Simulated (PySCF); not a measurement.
Bromine: a sound run and one with changed settings

Sound run: Br [Ar] 3d10 4s2 4p5, Br⁺ [Ar] 3d10 4s2 4p4. All numbers are calculated (PySCF 2.14, the spin-free X2C one-electron Hamiltonian (Gaussian nucleus), in cc-pVDZ-DK). In the sound run the correlated levels freeze [Ar] 3d10. The sound run starts from symmetry-adapted Hartree-Fock orbitals and uses a fine grid where one is needed.

Changed run: the non-relativistic Hamiltonian (point nucleus). This setting is unsound on purpose.

```
species   method  sound run (hartree)  changed run (hartree)  converged
     Br      UHF          -2604.29841            -2552.61490        yes
     Br     MN15          -2607.77900            -2556.11590        yes
     Br      LDA          -2602.35833            -2550.68296        yes
     Br      MP2          -2604.39056            -2552.70755        yes
     Br  CCSD(T)          -2604.40532            -2552.72278        yes
    Br⁺      UHF          -2603.90303            -2552.21647        yes
    Br⁺     MN15          -2607.34998            -2555.68297        yes
    Br⁺      LDA          -2601.91597            -2550.23767        yes
    Br⁺      MP2          -2603.97470            -2552.28912        yes
    Br⁺  CCSD(T)          -2603.99079            -2552.30592        yes
```

Ionisation energy of Br:

| method | sound run (eV) | changed run (eV) |
| --- | --- | --- |
| UHF | 10.759 | 10.842 |
| MN15 | 11.674 | 11.781 |
| LDA | 12.037 | 12.117 |
| MP2 | 11.316 | 11.386 |
| SCS-MP2 | 11.292 | 11.362 |
| CCSD | 11.279 | 11.343 |
| CCSD(T) | 11.280 | 11.343 |

Most of the change in total energy is the relativistic energy itself. On top of that the contraction fixes the core shape for the Hamiltonian it was made with, so the changed run is not a good calculation with the other Hamiltonian either.

For comparison, NIST gives 11.814 eV between the lowest levels.
